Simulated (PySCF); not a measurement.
Isomers of C6H10NOP, from PBE0-D3(BJ)/def2-SVP geometry optimisation, gas phase (PySCF 2.14.0). One conformer each, no zero-point energy, no frequencies.

Task: Which is lower in electronic energy at this level?
A. `[CH:1]#[C:2][P@:3]([CH3:4])(=[NH:5])[CH2:6][C:7]([CH3:8])=[O:9]` with C2–P3–C6–C7 -178°, P3–C6–C7–C8 -91°: A = 2445, B = 878.6, C = 834.8 MHz, dipole 3.03 D
B. `Cc1coc(N(C)C)p1`: A = 3190, B = 951.1, C = 745.0 MHz, dipole 2.25 D

Result: B. That is `Cc1coc(N(C)C)p1`, 44.8 kcal/mol below the other.

| SMILES | mapped SMILES | E (Eh) | relative (kcal/mol) | relative (kJ/mol) | dipole (D) |
| --- | --- | --- | --- | --- | --- |
| Cc1coc(N(C)C)p1 | [CH3:1][c:2]1[cH:3][o:4][c:5]([N:6]([CH3:7])[CH3:8])[p:9]1 | -705.05877 | 0.0 | 0.0 | 2.25 |
| C#C[P@](C)(=N)CC(C)=O | [CH:1]#[C:2][P@:3]([CH3:4])(=[NH:5])[CH2:6][C:7]([CH3:8])=[O:9] | -704.98744 | 44.8 | 187.3 | 3.03 |

As drawn, the lower has an aromatic ring, which the higher lacks; the higher has a C=O bond, a C≡C bond and an N–H bond, which the lower lacks.
